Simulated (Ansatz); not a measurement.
## One arrangement of a pair

The pair of Br⁻ (SMILES [Br-], atom 1) and C2H4 (SMILES C=C, atoms 2–7), both closed shells, in one local arrangement (a lower one may exist), relaxed at PBE0-D4/def2-TZVPD:

Br1  (0.267, -0.360, -3.547)
C2  (0.422, 0.013, 1.059)
C3  (-0.510, 0.107, 0.122)
H4  (1.453, -0.206, 0.799)
H5  (0.200, 0.146, 2.115)
H6  (-1.542, 0.326, 0.390)
H7  (-0.290, -0.027, -0.939)
(Å)

Program: Ansatz 0.2.0. Basis: def2-TZVPPD, with def2-QZVPPD for the basis limit. Cores are frozen in the correlated methods. Filled d shells of the heavier atoms are correlated. The def2 sets are not built for correlating such inner shells, so the correlated values are less sure here. B3LYP uses VWN-RPA correlation. Extrapolation: Hartree–Fock as exp(−7.88 √X), correlation as X^−2.97. Interaction energies count from these two fragments, frozen as in the pair, with the counterpoise correction; negative means bound.

Question: What is the interaction energy by CCSD(T) at an estimated basis limit (MP2 extrapolated from triple and quadruple zeta, plus CCSD(T) − MP2 in triple zeta)? (To be estimated.)

Answer: By the calculation: -18.6 kJ/mol. Hartree–Fock alone gives -9.2 kJ/mol at the basis limit. It counts from the two fragments frozen as in the pair.

The same quantity by other methods in triple zeta, and each one's difference from that estimate:
| method | E_int (kJ/mol) | difference |
| --- | --- | --- |
| PBE-D4 | -20.9 | -2.2 |
| revPBE-D4 | -19.5 | -0.9 |
| BLYP-D4 | -18.2 | 0.4 |
| r2SCAN-D4 | -18.3 | 0.4 |
| B97M-V | -18.3 | 0.3 |
| PBE0-D4 | -20.0 | -1.4 |
| B3LYP-D4 | -18.6 | 0.0 |
| HSE06-D4 | -20.1 | -1.5 |
| wB97X-V | -17.8 | 0.8 |
| wB97M-V | -18.0 | 0.6 |
| B2PLYP | -15.2 | 3.5 |
| HF | -9.0 | 9.6 |
| MP2 | -17.3 | 1.4 |
| CCSD | -15.2 | 3.4 |
| CCSD(T) | -16.5 | 2.1 |
Differences are method less estimate.

Question: Which atoms make the shortest contact between the fragments?

Answer: Br1 and H7, 2.69 Å apart.

Basis-set superposition shift (counterpoise-corrected less uncorrected): CCSD(T) 4.2; MP2 4.1; HF 0.4; PBE0-D4 0.4; wB97M-V 0.4 kJ/mol.

No T1 diagnostic of these runs exceeds 0.011.

For scale, one of the runs: CCSD(T)/def2-TZVPPD, 199 basis functions, launched by `ansatz run in.yaml --threads 4 --pin off --events-out ev --progress --plain --max-ram 9574MiB`. Time: 16 s of wall clock on 4 CPU threads of an AMD EPYC 9R45; the host was shared. Peak host memory: 2.5 GiB.
